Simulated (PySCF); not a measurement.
## How methods differ on the ionisation energy of W(42+)

W(42+) [Ar] 3d10 4s2 4p2 [4p1/2^2, M_J = 0] → W(43+) [Ar] 3d10 4s2 4p1 [4p1/2^1, M_J = 1/2], as a difference of total energies. All numbers are calculated (PySCF 2.14, the two-component X2C-1e Hamiltonian, in an uncontracted even-tempered set (16 s from 5.3 bohr⁻², ratio 2.8; 13 p from 6.9 bohr⁻², ratio 2.8; 8 d from 12 bohr⁻², ratio 2.8; 4 f from 30 bohr⁻², ratio 3)). Correlated levels: [Ne] frozen; the 72 highest virtual spinors dropped. "Screened" scales the spin-orbit matrix elements by Boettger's factors to mimic the two-electron term; Breit and QED terms are absent.

| method | ionisation energy (eV) |
| --- | --- |
| GHF (spin-free) | 2077.2 |
| GMP2 (spin-free) | 2078.4 |
| GHF (screened spin-orbit) | 2138.9 |
| GMP2 (screened spin-orbit) | 2140.6 |

Breit and QED terms and the two-electron picture change are absent.

The spin-free rows relax to the high-spin LS determinant and lack the spin-orbit shift.

The labels give the starting determinants; with spin-orbit coupling the two ends relaxed to ⟨J²⟩ = 0.00, ⟨L²⟩ = 1.38, ⟨S²⟩ = 1.38 and ⟨J²⟩ = 0.75, ⟨L²⟩ = 2.06, ⟨S²⟩ = 0.80.

For comparison: 2149.1 ± 2.1 eV (semi-empirical (NIST evaluation); NIST Atomic Spectra Database, ionization energies).
